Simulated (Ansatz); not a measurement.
A nudged elastic band was laid between two geometries of AlClH5NO2 (10 atoms, charge 0, multiplicity 1).

Method: RKS PBE-D4/cc-pVDZ (Ansatz 0.2.0).

```
movable images  : 9
climbing image  : yes
spring          : 20.0 eV/Å²
optimiser       : quadratic models (default)
start path      : through a guess of the saddle point
force threshold : 0.05 eV/Å
iteration limit : 60
end points      : relaxed
```

Image 0:

```xyz
10
Properties=species:S:1:pos:R:3
Al -0.129 0.101 0.428
O -0.472 -0.530 2.035
H 0.042 -1.309 2.310
Cl 1.713 -0.645 -0.478
O -1.448 0.564 -0.639
H -2.014 -0.134 -1.010
N 0.361 2.040 0.825
H 1.330 2.265 0.556
H -0.270 2.656 0.290
H 0.251 2.261 1.826
```

Image 10:

```xyz
10
Properties=species:S:1:pos:R:3
Al 0.079 0.395 0.070
O 0.088 -0.095 2.030
H -0.819 -0.324 2.323
Cl 1.658 -0.697 -0.904
O -1.603 0.126 -0.344
H -1.803 -0.485 -1.074
N 0.439 2.093 0.764
H 1.380 2.485 0.635
H -0.228 2.839 0.525
H 0.175 0.930 2.118
```

Q: Which bonds break or form, and what moves?

A: Bonds broken: N7–H10. Bonds formed: O2–H10.

Q: What energy profile does the band end with?

A: The run converged. The highest image is number 8 of 0 to 10, 83.0 kJ/mol above the first end and 1.6 kJ/mol above the last; the last end lies 81.4 kJ/mol above the first. Another band between the same ends (9 images) ends at a top of the same energy, where a vibrational analysis finds 1 clearly imaginary mode. The orbitals stay closed-shell, which can raise the energy where a bond breaks towards radicals; this wasn't checked here.

```tsv
image	path coordinate (Å)	energy (kJ/mol)	N7–H10 (Å)	O2–H10 (Å)
0	0.00	0.0	1.03	2.89
1	0.38	0.4	1.03	2.73
2	0.75	0.3	1.03	2.63
3	1.13	0.1	1.03	2.54
4	1.51	2.7	1.03	2.37
5	1.88	9.1	1.04	2.17
6	2.26	20.7	1.05	1.89
7	2.64	53.3	1.16	1.50
8	3.01	83.0	1.50	1.13
9	3.20	81.9	1.67	1.06
10	3.38	81.4	1.80	1.03
```

Q: What is the geometry of the highest image?

A: 
```xyz
10
Properties=species:S:1:pos:R:3:forces:R:3
Al 0.046 0.308 0.091 0.00 0.00 0.00
O 0.113 -0.059 2.013 0.01 -0.01 0.00
H -0.745 -0.293 2.421 0.00 0.00 0.00
Cl 1.655 -0.684 -0.936 0.00 0.00 0.00
O -1.622 0.118 -0.401 0.00 0.00 0.00
H -1.821 -0.438 -1.174 0.00 0.00 0.00
N 0.421 2.032 0.823 0.01 -0.01 0.00
H 1.358 2.439 0.703 0.00 0.00 0.00
H -0.263 2.781 0.656 0.00 0.00 0.00
H 0.224 1.063 1.945 -0.01 0.01 0.00
```

Time of the run: 5.2 min on 2 threads of Arm Neoverse V2, with other jobs on the host, peak memory 0.15 GiB.
